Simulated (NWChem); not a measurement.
Molecule: MoNH3S2O; SMILES [SH][Mo](=[O])([SH])=[NH]

```xyz
8

Mo     0.2988     0.0098     0.0000
O      1.3094     1.3425     0.0000
N      1.1607    -1.4806     0.0000
H      2.0829    -1.9202     0.0000
S     -0.9638    -0.0452     1.9697
H     -1.1952     1.2901     1.9645
S     -0.9638    -0.0452    -1.9697
H     -1.1952     1.2901    -1.9645
```
Atoms are numbered in this order, from 1.

Computed with NWChem. Medium grid unless said otherwise, to which SCAN and Minnesota functionals are sensitive. The geometry was optimised at PBE0/def2-SVP. Not confirmed as a minimum by frequencies. def2 effective core potentials on Mo; no spin-orbit coupling. B3LYP is NWChem's, with the RPA form of VWN correlation. Total energies of different functionals are on different scales.

| level | energy (Ha) | highest occupied level (eV) | orbital gap (eV) | dipole (D) |
|---|---|---|---|---|
| B3LYP/def2-SVP | -996.1930 | -7.26 | 4.51 | 0.22 |
| PBE/def2-SVP | -995.7141 | -6.38 | 3.16 | 0.36 |
| BLYP/def2-SVP | -996.1114 | -6.15 | 3.11 | 0.23 |
| BP86/def2-SVP | -996.3535 | [?] | 3.15 | 0.35 |
| M06-2X/def2-SVP | -995.9053 | -8.64 | 6.86 | 0.31 |
| LRC-wPBEh/def2-SVP | -995.7295 | -9.34 | 8.28 | 0.43 |
| CAM-B3LYP/def2-SVP | -996.0421 | -8.72 | 7.14 | 0.28 |
| M06-L/def2-SVP | -996.1737 | -6.71 | 3.41 | 0.52 |

Task: Fill in the missing entries.

Result: 
- BP86/def2-SVP, highest occupied level (eV): -6.48
